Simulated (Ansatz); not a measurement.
Computed with Ansatz on PBE0-D4/def2-TZVP structures; ΔE is electronic, products minus reactants. CBS: MP2 limit from def2 TZ/QZ plus the TZ coupled-cluster correction, frozen cores. DFT in def2-TZVPP. def2 core potentials past Kr. For Sn, Zn outer-core shells are correlated without core-valence functions, which leaves a few kJ/mol of doubt a bond. Scalar relativity is left out up to krypton. Each species was taken in one conformer, which may not be the lowest.

`C[CH](C)[Zn][NH2]` + `[OH][Sn][OH]` → `CC(C)[O][Sn][OH]` + `[NH2][ZnH]`  (substitution at a C–Zn bond)

CCSD(T)/CBS gives +39.4 kJ/mol.

Q: Another level gave +39.0 kJ/mol. Which?
A. HF/def2-TZVPP
B. PBE0-D4/def2-TZVPP
C. SCS-MP2/def2-TZVPP
D. ωB97X-V/def2-TZVPP

A: C. SCS-MP2/def2-TZVPP 39.0, ωB97X-V 28.5, HF/def2-TZVPP 18.2, PBE0-D4 34.2 kJ/mol.

Largest T1 diagnostic among the species: 0.018.

In def2-TZVPP, CCSD(T) changes the Hartree–Fock value by +17.1 kJ/mol (the triples alone add +0.7 kJ/mol) and MP2 by +26.5 kJ/mol. The D4 term adds −8.4 kJ/mol with B3LYP and −4.9 kJ/mol with PBE0; it sums over pairs of atoms, weighted by their polarisabilities, and B3LYP, whose exchange is more repulsive, gets the larger term.

CCSD(T)/CBS has its own doubt, a few kJ/mol and more with outer-core shells, so smaller differences from it don't rank the levels.

B3LYP here is the variant with VWN-RPA as its local correlation; programs differ in this.
